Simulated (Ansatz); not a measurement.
System: trihydroxysilane, sum formula H₄SiO₃, net charge 0, singlet state. 
Geometry from a B3LYP-D3(BJ)/def2-TZVP (Ansatz, a quantum-chemistry and plane-wave program) optimisation:
```
Si
O 1 1.6348
H 2 0.9613 1 118.21
O 1 1.6377 2 109.17 3 -45.13
H 4 0.9606 1 117.30 2 147.31
O 1 1.6461 2 114.29 3 72.17
H 6 0.9602 1 118.55 2 65.02
H 1 1.4697 2 104.44 3 -166.65
```

Parts of the frozen-core correlation energy in cc-pV(Q+d)Z (Ansatz, hartree). Frozen orbitals: 8; correlated occupied orbitals by spin: 13 and 13; virtual: 328 and 328. Spin-orbit coupling is left out. Non-relativistic.

| term | value |
|---|---|
| reference (HF) | -516.15557 |
| MP2 opposite-spin | (withheld) |
| MP2 same-spin | (withheld) |
| CCSD correlation | (withheld) |
| (T) | -0.03374 |
| T1 diagnostic | 0.011 |
| largest doubles amplitude | 0.017 |

Problem. What belongs in the gaps?

Solution. 
- MP2 opposite-spin, value: -0.69331
- MP2 same-spin, value: -0.22168
- CCSD correlation, value: -0.92162
